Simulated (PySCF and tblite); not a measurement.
Values are calculated unless marked as measured or tabulated.
**Dynamics report: rearrangement**

System: pivalic acid, C5H10O2, numbered as in [CH3:1][C:2]([CH3:3])([CH3:4])[C:5](=[O:6])[OH:7].

Motion: shift of H on O7 from O7 to O6. The path came from a restrained scan, a climbing-image band and a saddle search at GFN2-xTB; energies are PBE0/pcSseg-1 + D3(BJ)//B3LYP-D3(BJ)/def2-SVP, thermal terms GFN2-xTB. Rate constants are transition-state-theory values, counting equivalent paths, without tunnelling. (PySCF 2.14 with density fitting, tblite 0.8.)

```
 point  symmetry  E(GFN2) kcal/mol  E(DFT) kcal/mol  ZPE change kcal/mol  lowest mode cm⁻¹  dipole D
 start        Cs               0.0              0.0                 0.00                31      1.69
saddle        Cs              33.2             32.0                -3.19             1768i      2.10
   end        Cs               0.0              0.0                 0.00                30      1.69
```

| Quantity | Value |
| --- | --- |
| Electronic barrier | 32.0 kcal/mol |
| Barrier with zero-point energy | 28.8 kcal/mol |
| ΔH‡ (298 K) | 28.8 kcal/mol |
| ΔS‡ (298 K, symmetry apart) | 0.4 cal/(mol K) |
| Paths | 2 equivalent paths |
| End point | the same structure with atoms interchanged, or its mirror image |
| Cost | 3.1 min on 1 thread of Arm Neoverse V1, shared host (rough), peak memory 0.87 GiB, launched as `OMP_NUM_THREADS=1 python ens_run.py task.json out` |

```
T/K  ΔG‡ kcal/mol  k s⁻¹
500          28.6    6.4
```

ΔG and ΔG‡ leave out symmetry numbers and mirror images; rates count paths: 2 out.

Tunnelling of the moving H, left out here, will speed the real process. In real samples such hydrogens mostly exchange between molecules or through solvent, far faster than by this path.
